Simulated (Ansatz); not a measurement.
`B[Si](F)(F)F`, charge 0, multiplicity 1.

Question: Give a relaxed structure at PBE0-D4/def2-TZVP (Ansatz). (Estimate.)

Answer: Ansatz gave: 
Cartesian coordinates in Å:
```
B 0.079 0.828 0.898
Si -0.053 -0.543 -0.557
F 0.959 -0.187 -1.721
F 0.283 -2.017 -0.095
F -1.506 -0.593 -1.180
H -0.312 1.936 0.691
H 0.551 0.576 1.963
```
